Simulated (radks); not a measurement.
Values are calculated unless marked as measured or tabulated.
Problem. These are the eigenvalues of the occupied orbitals of an atom or ion with whole-number occupations (eV). Level of theory: Dirac Kohn-Sham, exchange-only PBE, spin-unpolarised, spherical densities, finite nucleus; Fermi nuclear charge, rms radius of each element as measured or else 0.836 A^(1/3) + 0.57 fm (a radial shooting solver on a logarithmic mesh with Libxc functionals).

1s1/2: -50142.36
2s1/2: -8357.056
2p1/2: -7941.143
2p3/2: -7245.201
3s1/2: -1928.430
3p1/2: -1748.044
3p3/2: -1605.280
3d3/2: -1293.559
3d5/2: -1262.450
4s1/2: -465.2007
4p1/2: -394.8629
4p3/2: -362.8845
4d3/2: -246.7856
4d5/2: -240.9577
5s1/2: -136.4842
5p1/2: -114.7759
5p3/2: -108.9572
4f5/2: -102.8220

Which element is it, and in what charge state? The configuration may be excited. Open shells, if any, fill j = l - 1/2 first.

Solution. Z = 64, gadolinium, charge +7: Gd7+ in [Kr] 4d10 4f6 5s2 5p3. The list shows which subshells hold electrons but not how many an open one holds; the 1s level, -1842.7 hartree, gives Z - s = 60.7 by -(Z - s)^2/2, which with screening and relativity narrows Z to a few neighbours, and the depths of the outer levels then fix element, charge and occupations together.
